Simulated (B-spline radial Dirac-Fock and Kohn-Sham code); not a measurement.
**Photoemission from Os⁶⁺ at Cr Kα (5414.7 eV), detector at θ = 90°, φ = 0°**

System: osmium as Os⁶⁺, configuration 1s2 2s2 2p6 3s2 3p6 3d10 4s2 4p6 4d10 4f14 5s2 5p6 5d2. Level of theory: Dirac-Hartree-Slater photoionisation with a Latter tail; cross sections with all multipoles, angular parameters from the dipole term and its interference with E2; an atomic code on a B-spline grid. Thresholds are orbital energies of the model. For linearly polarised light dσ/dΩ = σ/(4π) [1 + β P₂(cos θ) + (δ + γ cos²θ) sin θ cos φ], with θ from the polarisation vector and φ the angle between the beam and the projection of the electron momentum on the plane normal to the polarisation. The dipole factor is 1 + βP₂ and the non-dipole term is the rest of the bracket. Open shells are filled statistically over j.

```
subshell  threshold (eV)  σ (kb)     β      γ       δ  dipole factor  non-dipole term  dσ/dΩ (kb/sr)
      3s          3115.5    11.2  1.93   0.31  -0.002          0.036           -0.002         0.0301
   3p1/2          2875.8    16.0  1.58  -0.01   0.001          0.212           +0.001          0.271
   3p3/2          2536.5    31.2  1.65  -0.04   0.013          0.176           +0.013          0.469
   3d3/2          2129.5    26.9  1.28   0.50   0.098          0.361           +0.098          0.981
   3d5/2          2055.4    36.3  1.23   0.56   0.099          0.387           +0.099           1.41
      4s           732.8    3.23  1.94  -0.05  -0.002          0.031           -0.002        0.00742
   4p1/2           630.9    3.90  1.67   0.08  -0.005          0.165           -0.005         0.0497
   4p3/2           550.7    7.21  1.74   0.10   0.011          0.128           +0.011         0.0794
   4d3/2           381.5    4.78  1.34   0.74   0.083          0.328           +0.083          0.156
   4d5/2           366.5    6.43  1.25   0.77   0.089          0.376           +0.089          0.238
   4f5/2           150.1   0.732  0.87   1.14   0.267          0.567           +0.267         0.0485
   4f7/2           147.1   0.905  0.84   1.14   0.273          0.580           +0.273         0.0614
      5s           179.9   0.662  1.94  -0.08  -0.002          0.030           -0.002        0.00148
   5p1/2           146.8   0.694  1.68   0.11  -0.005          0.160           -0.005        0.00856
   5p3/2           132.7    1.26  1.76   0.14   0.010          0.122           +0.010         0.0132
   5d3/2           85.47   0.116  1.35   0.77   0.080          0.326           +0.080        0.00375
   5d5/2           83.62   0.156  1.25   0.79   0.087          0.377           +0.087        0.00576
```

Values without a named source are computed, but for edge energies of neutral atoms, which are taken from tables.
